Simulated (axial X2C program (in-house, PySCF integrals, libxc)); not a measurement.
# What spin–orbit coupling does to HBr

Computed with an in-house all-electron X2C program for linear molecules (integrals from PySCF). Spin-free means the one-electron spin-free X2C Hamiltonian; two-component (2c) means X2C with spin–orbit coupling and atomic mean-field two-electron Coulomb and Gaunt terms, so the difference of the two also holds small scalar two-electron terms. Basis: Br dyall-cv3z [8s9p6d4f1g], H dyall-v3z [6s2p1d] (cores contracted in-house); Gaussian nuclei, density fitting, unrestricted open shells. Masses: Br 78.918 u, H 1.008 u.

Spin-free state: M_S = 0, Λ = 0 (closed shell); fragments Br + H.

| level | Re (Å) | ωe (cm⁻¹) | De (eV) | μ (D) |
| --- | --- | --- | --- | --- |
| PBE0 | 1.418 | 2656.1 | 3.941 | 0.87 |
| HF | 1.404 | 2788.9 | 2.792 | 0.93 |
| MP2 | 1.410 | 2717.4 | 3.911 | n/a |
| CCSD | 1.415 | 2670.6 | 3.899 | n/a |
| CCSD(T) | 1.417 | 2652.9 | 3.955 | n/a |
| LDA | 1.429 | 2565.0 | 4.555 | 0.90 |

Correlated methods: 8 electrons correlated (number of frozen shells: Br 3 s, 2 p, 1 d; H none), 144 virtual spin orbitals or spinors in MP2, 74 natural virtuals in coupled cluster.

Dipoles are positive if H is the positive end.

Two-component determinant lowest at the distance of the search:

Ω = 0 (closed shell); fragments Br + H.

| level | Re (Å) | ωe (cm⁻¹) | De (eV) | μ (D) |
| --- | --- | --- | --- | --- |
| PBE0 | 1.419 | 2650.3 | 3.839 | 0.86 |
| HF | 1.405 | 2783.8 | 2.631 | 0.92 |
| MP2 | 1.411 | 2712.7 | 3.769 | n/a |
| CCSD | 1.415 | 2665.4 | 3.756 | n/a |
| CCSD(T) | 1.417 | 2647.8 | 3.813 | n/a |
| LDA | 1.430 | 2558.7 | 4.396 | 0.89 |

(1) From the two tables, how do the constants change at the CCSD(T) level (2c against spin-free)?

One determinant describes the state; a PBE0 search over occupations chose it and may have missed a lower one. Closed shells are restricted here (equal orbitals for both partners); the stretched side of such a curve lies too high. De is counted from the lowest determinant-based energies of the atoms at the same level, without counterpoise correction. Coupled cluster ran in a truncated set of natural virtual spinors; the MP2 energy of the rest was added. (T) has no such correction and the atoms are truncated less, which lowers De at CCSD(T) by a hundredth of an eV or more. The functionals have no current-density term, which raises determinants with orbital currents, atoms included.

## Answers

(1) At the CCSD(T) level Re doesn't move by more than 0.001 Å and ωe goes down by 5.1 cm⁻¹; De changes by -0.142 eV.
